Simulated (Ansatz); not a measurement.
`[CH3][GaH][CH2]O` + H₂S → `[CH3][GaH][SH]` + CH₃OH at 600 K and 1 bar (ligand exchange at a Ga–C bond).

Program: Ansatz. Geometries: PBE0-D4/def2-TZVP. ΔE: electronic, gas phase. CCSD(T)/CBS adds triple-zeta CCSD(T) − MP2 to the extrapolated MP2 energy (def2 sets, frozen cores). This one scheme is used for every species. For Ga outer-core shells are correlated without core-valence functions, which leaves a few kJ/mol of doubt a bond. Scalar relativity is left out up to krypton. One conformer a species, not always the lowest.

| species | CCSD(T)/CBS energy (Eh) | H − E (kJ/mol) | S (J/(mol·K)) |
| --- | --- | --- | --- |
| `[CH3][GaH][CH2]O` | -2079.40635 | 281.2 | 452.0 |
| H₂S | -398.97279 | 60.8 | 230.9 |
| `[CH3][GaH][SH]` | -2362.81343 | 187.0 | 407.7 |
| CH₃OH | -115.61712 | 163.6 | 277.3 |

H − E and S are ideal-gas, rigid-rotor, harmonic terms from PBE0-D4/def2-TZVP, for one conformer and one mirror image of each species. 1 Eh = 2625.50 kJ/mol, R = 8.31446 J/(mol·K).

Task: By hand: ΔE, ΔH, ΔS and ΔG.

Result: ΔE = (-2362.81343) + (-115.61712) − (-2079.40635) − (-398.97279) = -0.05141 Eh = -135.0 kJ/mol. Δ(H − E) = 187.0 + 163.6 − 281.2 − 60.8 = 8.6, so ΔH = -126.4 kJ/mol. ΔS = 407.7 + 277.3 − 452.0 − 230.9 = 2.1 J/(mol·K). ΔG = -126.4 − 600 × (2.1)/1000 = -127.7 kJ/mol.

Task: By hand: the equilibrium constant, and the temperature at which ΔG would vanish if ΔH and ΔS stayed fixed.

Result: log₁₀ K = −ΔG/(RT ln 10) = 11.1. ΔH and −TΔS have one sign here, so there is no such temperature. One of them is within its doubt of zero, so this could turn.

The number of gas molecules stays the same, so ΔS is small and ΔH decides. A doubt of 5 kJ/mol in ΔE shifts log₁₀ K by 0.4 here. Other conformers and mirror images would add mixing entropy, several J/(mol·K) or more a flexible species. Modes under 60 cm⁻¹, often nearly free rotors, make the harmonic entropy too high. These are equilibria of isolated gas molecules and say nothing of rates. Largest T1 diagnostic: 0.012 (customary marks: 0.02 for closed shells, 0.045 for open ones).
